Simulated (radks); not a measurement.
Problem. Radial electron density D(r) = 4 pi r^2 rho(r) of an atom or ion with 25 electrons. All-electron calculation, non-relativistic Kohn-Sham, TASK exchange with Perdew-Wang LDA correlation, spin-polarised, spherical densities, point nucleus; meta-GGA in the generalised Kohn-Sham scheme. Program: a radial shooting solver on a logarithmic mesh with Libxc functionals.

r (bohr),D(r) (e/bohr),spin D(r)
0.004141,2.303,0.00165
0.004745,2.926,0.00209
0.005436,3.699,0.00265
0.006228,4.653,0.00335
0.007078,5.741,0.00414
0.008109,7.128,0.00517
0.009291,8.780,0.00642
0.01056,10.59,0.00782
0.0121,12.80,0.00958
0.01386,15.28,0.0117
0.01588,18.00,0.0141
0.01805,20.71,0.0168
0.02068,23.63,0.0203
0.02369,26.43,0.0245
0.02714,28.92,0.0297
0.03085,30.77,0.0361
0.03534,32.02,0.0452
0.04049,32.39,0.0578
0.04639,31.82,0.0756
0.05272,30.55,0.0989
0.0604,28.70,0.133
0.0692,26.83,0.178
0.07865,25.58,0.232
0.09011,25.31,0.301
0.1032,26.45,0.378
0.1183,28.89,0.455
0.1344,31.86,0.519
0.154,34.77,0.570
0.1764,36.30,0.604
0.2022,35.56,0.639
0.2298,32.58,0.710
0.2632,27.56,0.887
0.3016,21.95,1.24
0.3428,17.56,1.77
0.3927,14.97,2.55
0.4499,14.76,3.44
0.5154,16.12,4.26
0.5858,17.57,4.76
0.6712,18.06,4.87
0.769,16.88,4.51
0.881,14.23,3.80
1.001,11.07,3.02
1.147,7.768,2.24
1.314,5.082,1.64
1.506,3.200,1.25
1.711,2.079,1.01
1.961,1.362,0.837
2.246,0.9137,0.669
2.553,0.6109,0.498
2.925,0.3650,0.319
3.351,0.1900,0.174
3.839,0.08314,0.0781
4.364,0.03169,0.0303
4.999,0.009070,0.00879
5.727,0.001996,0.00195
6.562,0.0003268,0.000322

What is the nuclear charge?

Solution. Z = 27. The innermost maximum, from 1s, lies near 1/Z = 0.037 bohr (found: 0.0398), and its height grows with Z. The density is that of the cobalt ion Co2+ in [Ne] 3s2 3p5 3d7 4s1; the configuration itself is not fixed sharply by these data, and Z only to about a unit. D(r) has 3 maxima, at r = 0.0398, 0.182, 0.655 bohr, and minima at 0.0866, 0.425 bohr, inside which lie 2.12, 10.82 electrons.
